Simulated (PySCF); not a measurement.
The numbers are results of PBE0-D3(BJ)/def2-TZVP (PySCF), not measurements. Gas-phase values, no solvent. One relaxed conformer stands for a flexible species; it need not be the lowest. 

Reference species (SMILES): `C1C(C)(C)C1` (neutral, multiplicity 1).

```
Item    Result
----  --------
HOMO  -7.60 eV
```

Changed species: `C=CC(C)C` (C–C–C–C torsion 118°).

Question: Predict the effect on the HOMO.

Answer: the HOMO rises by 0.22 eV, to -7.38 eV.
